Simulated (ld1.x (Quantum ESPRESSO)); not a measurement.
# Before and after: TM potential for carbon

```json
{"Element": "carbon (C)", "Generator": "ld1.x (Quantum ESPRESSO) 7.5", "Type": "norm-conserving Troullier–Martins (Kleinman–Bylander form)", "Functional": "PW91", "Relativity": "scalar-relativistic", "Frozen core": "[He]", "Valence charge": "4", "Reference configuration": "2s2 2p1.5 (charge +0.5)", "Partial waves": "2s (bound): rc 1.10 bohr; 3d channel at 0.35 Ry: rc 2.10 bohr; 2p (bound): rc 1.90 bohr", "Local potential": "the p channel", "Core correction": "none"}
```

All-electron outer shells of the reference configuration (PW91, scalar-relativistic, ld1.x):

```csv
shell,level (eV),outermost node (bohr),outermost maximum (bohr)
2s,-19.43,0.38,1.20
2p,-10.79,–,1.16
```

Change: local potential the s channel.

Cutoffs: the cutoffs (Ry, on a coarse ladder) from which the occupation-weighted sum of valence levels, in a spherical-Bessel basis at the reference potential, stays within 10 and 1 mRy of its value at 400 Ry; they do not see the model core or the augmentation charge, which bear on the density cutoff. Errors are all-electron minus pseudo energies relative to the spin-unpolarised reference configuration.

**Question.** What does the change do?

**Answer.** The potential gets neither clearly harder nor softer (35 Ry and 90 Ry → 35 Ry and 90 Ry); of the 7 tests that both files solve, the error grows in 3 and shrinks in 1 by more than 15 % and 0.3 meV (median size 16.9 → 13.4 meV); neither file shows a bound ghost.

```tsv
quantity	base	changed
cutoff, loose	35 Ry	35 Ry
cutoff, tight	90 Ry	90 Ry
bound ghosts	none	none
error for 2s2 2p2, meV [ΔE -3.99 eV]	+0.8	+2.9
error for 2s2 2p1, meV [ΔE 6.93 eV]	+6.2	+8.6
error for 2s2 2p0, meV [ΔE 31.17 eV]	+174	+189
error for 2s0 2p4, meV [ΔE 12.96 eV]	+33	+34
error for 2s1 2p3, meV [ΔE 4.47 eV]	+18	+19
error for 2s1 2p2, meV [ΔE 15.67 eV]	-17	-13
error for 2s2 2p2.3, meV [ΔE -5.17 eV]	-0.1	+4.7
s: phases at 2.29 bohr within 0.05 rad from the reference energy up to (Ry; the scan ends near 5)	1.7	2.2
p: phases at 2.29 bohr within 0.05 rad from the reference energy up to (Ry; the scan ends near 5)	1.3	1.7
d: phases at 2.29 bohr within 0.05 rad from the reference energy up to (Ry; the scan ends near 5)	4.7	to the end of the scan
```
